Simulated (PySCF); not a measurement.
H₄Si₂, singlet, at the geometry of the source list. Base run: PySCF with DF-SVWN5/6-31G.

PySCF was given this input:
```python
from pyscf import gto, scf, dft

mol = gto.M(
    atom='''
Si   -0.55400000   -0.01010000   -0.00640000
Si    1.55890000    0.86810000   -0.09950000
H    -0.93970000   -0.99400000   -1.03200000
H    -1.48610000    1.11320000   -0.20730000
H    -0.98950000   -0.62700000    1.25750000
H     2.41040000   -0.35010000    0.08770000
''',
    basis='6-31g',
    verbose=4,
)

mf = dft.RKS(mol)
mf.xc = 'lda,vwn'
mf = mf.density_fit(auxbasis='def2-universal-jkfit')
mf.kernel()
```

Each row names what was changed in the base input (with any setting that the change needs).

| change | basis functions | E (Eh) | HOMO (eV) | HOMO-LUMO gap (eV) | dipole (D) |
|---|---|---|---|---|---|
| base | 34 | -578.85788 | -5.35 | 0.87 | 1.03 |
| basis = pcseg-0 | 34 | -578.25168 | -5.56 | 0.81 | 1.02 |
| basis = def2-SV(P) | 44 | -578.74713 | -5.53 | 1.00 | 0.69 |
| basis = 6-31+G* | (withheld) | (withheld) | -5.55 | 1.00 | (withheld) |
| basis = pcseg-1 | 56 | -578.92574 | -5.52 | 0.98 | 0.73 |
| basis = 6-311G** | 76 | -578.96168 | -5.55 | 0.99 | 0.64 |
| basis = def2-SVPD | 80 | -578.75774 | -5.57 | 1.02 | 0.52 |
| basis = def2-TZVPD | (withheld) | (withheld) | -5.61 | 1.03 | (withheld) |
| basis = pc-2 | 124 | -578.97999 | -5.59 | 1.00 | 0.62 |
| basis = pcseg-2 | 124 | -578.97830 | -5.59 | 1.01 | 0.62 |
| basis = cc-pV(T+d)Z | (withheld) | (withheld) | -5.60 | 1.03 | 0.50 |
| basis = cc-pVQZ | 238 | -578.97566 | -5.60 | 1.03 | 0.50 |
| basis = def2-QZVP | (withheld) | (withheld) | -5.61 | 1.03 | 0.50 |

**Question.** Complete the blanks.

**Answer.** 
- basis = 6-31+G*, basis functions: 52
- basis = 6-31+G*, E (Eh): -578.89907
- basis = 6-31+G*, dipole (D): 0.78
- basis = def2-TZVPD, basis functions: 122
- basis = def2-TZVPD, E (Eh): -578.96133
- basis = def2-TZVPD, dipole (D): 0.51
- basis = cc-pV(T+d)Z, basis functions: 134
- basis = cc-pV(T+d)Z, E (Eh): -578.96906
- basis = def2-QZVP, basis functions: 260
- basis = def2-QZVP, E (Eh): -578.98930

Totals compare only among sets that treat the same electrons; sets with core potentials leave the core out.
